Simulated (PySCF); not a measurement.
# What a mistake does to a calculation on BC2H6O

All numbers below are calculated, not measured. The program is PySCF 2.14.0, an open-source quantum chemistry code, run on an isolated molecule that a program drew, which may never have been made. The molecule is BC2H6O (charge 0, doublet), drawn as the SMILES string `[CH2]BCO`.

Each row is a Hartree-Fock (HF) and frozen-core CCSD(T) single point in the cc-pVDZ basis, meant for a local HF minimum. Run 1 is clean. Each other run has one planted mistake out of seven kinds, and not every kind appears here: one electron removed, one electron added, multiplicity raised by two, geometry at a saddle point, minimal basis STO-3G, one bond length entered in bohr, all coordinates scaled. The reference is restricted for singlets and unrestricted otherwise, and also for a bond in bohr. Adding or removing an electron swaps singlet and doublet. Electrons count all cores. HOMO and LUMO are orbital energies over both spins, the gradient is its largest component, and the lowest frequency (negative if imaginary) is given only where the gradient is small. Bond lengths are over the 9 bonds as drawn. T1 is the CCSD diagnostic: over 0.02 (restricted) or 0.045 (unrestricted) a single reference is doubtful.

Geometry of the clean run:
```xyz
10
BC2H6O, angstrom
C    -0.8484   -0.0494   -1.5913
B    -0.8682    0.8070   -0.3105
C    -1.2640    0.2298    1.1080
O    -1.6508   -1.1273    1.1642
H    -1.0558   -1.1154   -1.5805
H    -0.6053    0.3560   -2.5685
H    -0.5598    1.9701   -0.3650
H    -2.0197    0.8767    1.5787
H    -0.3832    0.3255    1.7539
H    -2.4450   -1.2420    0.6655
```

| run | electrons | basis functions | <S^2> | HOMO (eV) | LUMO (eV) | gradient (hartree/bohr) | lowest frequency (cm^-1) | mean bond (Å) | longest bond (Å) | T1 | HF (hartree) | CCSD(T) (hartree) | mistake |
|---|---|---|---|---|---|---|---|---|---|---|---|---|---|
| 1 | 31 | 86 | 0.757 | -10.89 | 1.17 | 3.8e-05 | 157 | 1.2281 | 1.582 | 0.0110 | -178.73398 | -179.31945 | no fault |
| 2 | 31 | 26 | 0.760 | -8.86 | 4.86 | 5.1e-02 | - | 1.2281 | 1.582 | 0.0104 | -176.44811 | -176.65554 | minimal basis STO-3G |
| 3 | 31 | 86 | 3.776 | -4.58 | -1.64 | 1.3e-01 | - | 1.2281 | 1.582 | 0.0270 | -178.50409 | -179.09673 | multiplicity raised by two |
| 4 | 32 | 86 | 0.000 | -1.29 | 9.86 | 7.0e-02 | - | 1.2281 | 1.582 | 0.0129 | -178.72655 | -179.36290 | ? |

**Which mistake was planted in run 4, and what did it cost?**

It counts 32 electrons, one more than the clean run, at the same geometry and basis. So the mistake is: one electron added. Subtracting run 1 and multiplying by 627.51 kcal/mol a hartree, the energy moved by 4.7 kcal/mol in HF and -27.3 kcal/mol in CCSD(T).

